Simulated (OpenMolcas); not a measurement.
Cd I: RASPT2 settings compared

```yaml
Program: OpenMolcas 26.06
Basis: ANO-RCC-VQZP [8s7p5d3f2g1h]
Scalar_Hamiltonian: DKH4, point nucleus
Active_space: 2 electrons in 9 orbitals (RAS2 5s 5p; RAS3 5d, at most 2 electrons)
State_averaging: 2S+1 = 1 even, 1 root; 2S+1 = 1 odd, 3 roots; 2S+1 = 3 odd, 3 roots kept (CI in the orbitals of an earlier block)
Spin-orbit_coupling: state interaction with AMFI integrals over the reference wave functions, term energies averaged over their components
```

Methods on the same reference wave functions:
A. RASSCF
B. SS-RASPT2, IPEA 0.5 Eh, imaginary shift 0.15 Eh (closed shells correlated: 4d)
C. SS-RASPT2, IPEA 0.6 Eh, imaginary shift 0.05 Eh (closed shells correlated: 4d)
D. SS-RASPT2, IPEA 0.6 Eh, no level shift (closed shells correlated: 4d)

Energies in cm-1 above 5s2 1S0, the measured ground level; measured values from NIST Handbook of Basic Atomic Spectroscopic Data.

```
      Level      A      B      C      D  Measured
    5s2 1S0    0.0    0.0    0.0    0.0       0.0
5s 5p 3P* 0  29367  31150  31160  31160     30114
5s 5p 3P* 1  29580  31360  31370  31370     30656
5s 5p 3P* 2  30029  31810  31820  31820     31827
5s 5p 1P* 1  43042  43800  43840  43840     43692
```

Deviations, from unrounded energies. A percentage is the sum of absolute deviations over the sum of measured energies, with the sign that they share, or ± where signs differ.

```
           Against measurement  Levels     A     B     C     D
mean absolute deviation (cm-1)       4  1100   470   480   480
      other configurations (%)       4  -3.1  ±1.4  ±1.4  ±1.4
```

B, C, D lie about equally close to measurement and A furthest from it. The largest miss of B in the table is 5s 5p 3P* 0, by +1000 cm-1. The ranking rests on the paired levels alone, and a cruder setting can come out closer through cancelling errors.

Among B to D the level of the table that moves most is 5s 5p 1P* 1, by 32 cm-1 (lowest in B, highest in C). Moves below CASPT2's spread within the term are not significant.

The two smallest mean deviations differ by little beside CASPT2's spread within terms, so their order carries little weight.

The lowest spin-free term lies below A's lowest term by 0.369 hartree in B, 0.368 hartree in C, 0.368 hartree in D.

Term energies are means over components that CASPT2 splits; among the terms shown or strongly mixed into the levels shown the widest spread is 73 cm-1 (5s 5p 3P*, D). Terms from blocks run as CI alone lack orbitals of their own. Active for correlation alone: 5d; no level in the range computed is led by a configuration that fills it, so any true level of that kind is missing. Without dynamic correlation excited terms often stand tens of per cent too high (terms of higher spin than the ground term too low), and those without a measured partner can miss by more than the paired ones (holds for A). Measured partners are found by configuration, term and J. A level has none where our copy of the source lacks it or the pairing is in doubt (some pairs that miss far off the trend of their configuration count as doubtful), and it then counts in no deviation. Levels of configurations outside the active space are missing.

* marks odd parity.
